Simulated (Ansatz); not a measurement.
Input file for Ansatz (a first-principles code): R-BHLYP/def2-TZVPP on H2 (SMILES [H][H]).

Ansatz 0.2 input:
```yaml
crystal:
  periodic: [false, false, false]
  atoms:
    - {symbol: H, position_ang: [0.00000000, 0.00000000, 0.37198582]}
    - {symbol: H, position_ang: [-0.00000000, -0.00000000, -0.37198582]}
basis:
  gaussian:
    orbitals: def2-TZVPP
hamiltonian:
  xc: {name: BHLYP}
scf: {lower_state_search: off}
```

Give the final energy of this run.

-1.1701 hartree.
